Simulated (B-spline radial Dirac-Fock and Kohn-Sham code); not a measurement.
## X-ray form factors of cerium in several charge states

Calculated with an atomic code on a B-spline grid, using Dirac-Fock densities.

Configurations: Ce⁷⁺ [Kr] 4d10 5s2 5p3; Ce⁸⁺ [Kr] 4d10 5s2 5p2; Ce⁹⁺ [Kr] 4d10 5s2 5p1; Ce¹²⁺ [Kr] 4d10. The first column is f₀ of Ce⁷⁺, the others are differences from it.

| s (Å⁻¹) | Ce⁷⁺ | Δ Ce⁸⁺ | Δ Ce⁹⁺ | Δ Ce¹²⁺ |
| --- | --- | --- | --- | --- |
| 0 | 51.000 | -1.000 | -2.000 | -5.000 |
| 0.05 | 50.562 | -0.945 | -1.894 | -4.770 |
| 0.1 | 49.310 | -0.794 | -1.603 | -4.132 |
| 0.15 | 47.406 | -0.586 | -1.196 | -3.219 |
| 0.2 | 45.073 | -0.365 | -0.760 | -2.208 |
| 0.25 | 42.533 | -0.172 | -0.375 | -1.263 |
| 0.3 | 39.972 | -0.032 | -0.088 | -0.503 |
| 0.35 | 37.512 | +0.050 | +0.086 | +0.021 |
| 0.4 | 35.215 | +0.082 | +0.160 | +0.311 |
| 0.45 | 33.101 | +0.079 | +0.163 | +0.411 |
| 0.5 | 31.164 | +0.058 | +0.124 | +0.381 |
| 0.6 | 27.752 | +0.006 | +0.018 | +0.152 |
| 0.7 | 24.870 | -0.024 | -0.047 | -0.059 |
| 0.8 | 22.464 | -0.028 | -0.059 | -0.152 |
| 0.9 | 20.496 | -0.019 | -0.042 | -0.146 |
| 1 | 18.905 | -0.008 | -0.019 | -0.093 |
| 1.1 | 17.606 | 0.000 | -0.001 | -0.036 |
| 1.2 | 16.511 | +0.004 | +0.008 | +0.006 |
| 1.4 | 14.646 | +0.004 | +0.009 | +0.034 |
| 1.6 | 12.951 | +0.001 | +0.002 | +0.017 |
